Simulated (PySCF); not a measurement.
**CH7ClOSi2**

CH7ClOSi2 is a small molecule, neutral, singlet. The structure, one conformer, was relaxed in the gas phase by PBE0-D3(BJ)/def2-SVP. No frequency run checks that it is a minimum.

SMILES: C[Si](O)([SiH3])Cl

```csv
atom,x (Å),y (Å),z (Å)
Si1,0.249,0.476,-0.251
Si2,-1.772,-0.418,0.526
C3,1.646,-0.732,-0.435
O4,0.796,1.694,0.741
Cl5,-0.214,1.260,-2.133
H6,-1.604,-1.055,1.870
H7,-2.296,-1.440,-0.430
H8,-2.774,0.688,0.648
H9,1.927,-1.146,0.546
H10,2.522,-0.221,-0.864
H11,1.362,-1.560,-1.101
H12,0.194,2.426,0.900
```

Shieldings: GIAO PBE0/pcSseg-2. Shifts are against computed references at the same level: C TMS (σ 184.1 ppm), H TMS (σ 31.24 ppm), Si TMS (σ 341.3 ppm). Core levels by delta-SCF with SCAN, pcX-2 on the ionised atom and pcseg-1 elsewhere, spin-free X2C (2p3/2 is the spin-free 2p value less a third of a first-order spin-orbit splitting); from the vacuum level, for chosen atoms.

Q: Give the NMR and core-level values of the distinct atoms.

A: 
```csv
atoms,bonded to,σ (ppm),δ (ppm),core level (eV)
Si1,1 C + 1 Cl + 1 O + 1 Si,315.8,25.4,2p3/2 107.77
Si2,1 Si + 3 H,452.1,-110.9,2p3/2 106.66
C3,1 Si + 3 H,179.1,5.0,1s 290.54
O4,1 Si + 1 H,251.2,-,1s 538.72
Cl5,1 Si,838.5,-,2p3/2 205.59
H6 H7 H8,1 Si,27.79,3.46,-
H9 H10 H11,1 C,30.65,0.60,-
H12,1 O,29.54,1.70,-
```

Values are those of this one static structure, with the three H of a rotating XH3 group averaged; atoms that internal rotation interchanges would show their mean in an NMR spectrum.

Q: Which of Si1, Si2 holds its core electrons tightest, and by how much against the loosest?

A: Si1 (bonded to 1 C + 1 Cl + 1 O + 1 Si), by 1.11 eV over Si2 (bonded to 1 Si + 3 H).

Q: By CAM-B3LYP/def2-SVPD (TDDFT singlets, Tamm-Dancoff triplets, ionisation by delta-SCF), where does absorption start, and what does vertical ionisation take?

A: The lowest singlet lies at 6.69 eV (f 0.020), the strongest of the first 6 at 8.00 eV (f 0.204), the lowest triplet at 5.99 eV; vertical ionisation takes 9.97 eV.

The 3 runs behind this took 2.1 min in all, one thread each of Arm Neoverse V1 on a shared host, launched as `OMP_NUM_THREADS=1 python cluster_run.py task.json out`.
